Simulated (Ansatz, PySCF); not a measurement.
SnCl₃, SMILES [Cl][Sn+]([Cl])[Cl], charge +1.

Coordinates come from a PBE0-D3(BJ)/def2-SVP optimisation. The spin state was assumed, not searched. The isomer is the one that the SMILES or the coordinates give; other isomers of the formula were not compared. The def2 effective core potentials stand for the cores of Sn; spin–orbit coupling is left out.

Vertical ionisation energy (IE) and electron affinity (EA) in eV. Rows of orbital energies are one-electron estimates. Where ΔSCF, EOM or ADC give a negative EA the extra electron is unbound and the value depends on the basis.

```csv
level,IE,EA
"−ε(HOMO), −ε(LUMO), PBE0/def2-TZVPD (PySCF)",15.15,9.66
"−ε(HOMO), −ε(LUMO), PBE/def2-TZVPD (PySCF)",13.70,10.50
"ΔSCF, PBE0/def2-SVPD (Ansatz), final states of multiplicity 2 and 2",___,___
"ΔSCF, PBE/def2-SVPD (Ansatz), final states of multiplicity 2 and 2",16.64,7.87
```

Problem. Complete the blanks. (Estimate from the structure and the level; the computed values follow.)

Solution. 
- ΔSCF, PBE0/def2-SVPD (Ansatz, a quantum-chemistry and plane-wave program), final states of multiplicity 2 and 2, IE: 17.27
- ΔSCF, PBE0/def2-SVPD (Ansatz), final states of multiplicity 2 and 2, EA: 7.91

Problem. What vertical singlet–triplet gap does ΔSCF give with PBE0/def2-SVPD (Ansatz) and with PBE/def2-SVPD (Ansatz)? (An estimate is asked for; the answer gives what the named calculation found.)

Solution. 3.66 and 3.09 eV (triplet above singlet where positive).
